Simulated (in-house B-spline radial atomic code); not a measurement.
## RPA and G0W0 on wB97X: Sr28+

Configuration [He] 2s2 2p6, mean-field start wB97X. Computed with an all-electron radial atomic-structure program (B-spline basis): all electrons, non-relativistic, point nucleus, each spin shell either full or empty, empty states to l = 9 with an (l + 1/2)⁻⁴ tail; G0W0 by contour deformation at full frequency.

Without relativity these are model numbers: it shifts the levels of so heavy an element strongly and can reorder them.

Command:
```bash
python run_gw.py task.json out
```
Settings (radii: box in bohr, nucleus in fm):
```
Z                        38
electrons                10
configuration            [He] 2s2 2p6
hamiltonian              nr
method                   wb97x
lmax                     9
spin_polarised           False
box_radius               3.2
intervals                46
```

Time taken, with all properties: 0.5 s on 1 thread of Arm Neoverse V2 (shared host).

Energies (hartree):

```json
{"term": "mean-field total", "value": "-2571.16695"}
{"term": "Hartree-Fock functional on these orbitals", "value": "-2570.34174"}
{"term": "direct second order", "value": "-0.65234"}
{"term": "second-order exchange", "value": "0.22826"}
{"term": "SOSEX correction", "value": "0.22384"}
```

Question: What is the RPA correlation energy, and what remains with SOSEX?

Answer: RPA gives -0.63411 hartree (-1.73 eV per electron); RPA + SOSEX gives -0.41026, and the second-order doubles -0.42408 hartree (no singles). RPA lacks exchange-type terms and so overcorrelates at short range.

Quasi-particle levels (eV):

```csv
level,occupied,mean field,Σx - vxc,Σc,QP weight,G0W0
2p,yes,-3281.69,-59.83,?,?,?
2s,yes,-3452.06,-73.71,3.66,0.997,-3522.11
1s,yes,-17094.85,-218.46,22.96,0.991,-17290.34
3s,no,-1373.96,11.32,-0.89,1.000,-1363.54
```

G0W0 = mean field + (Σx - vxc) + Σc, with Σc (partial-wave tail included) taken at the quasi-particle energy.

Question: Where does G0W0 put 2p?

Answer: At -3339.71 eV, with Σc = 1.82 eV and a quasi-particle weight of 0.998. The tabulated removal energy is 3344.7 ± 1.9 eV (NIST, semi-empirical); the calculation leaves out relativity, Breit and QED terms, and what these don't explain is the method's own error.
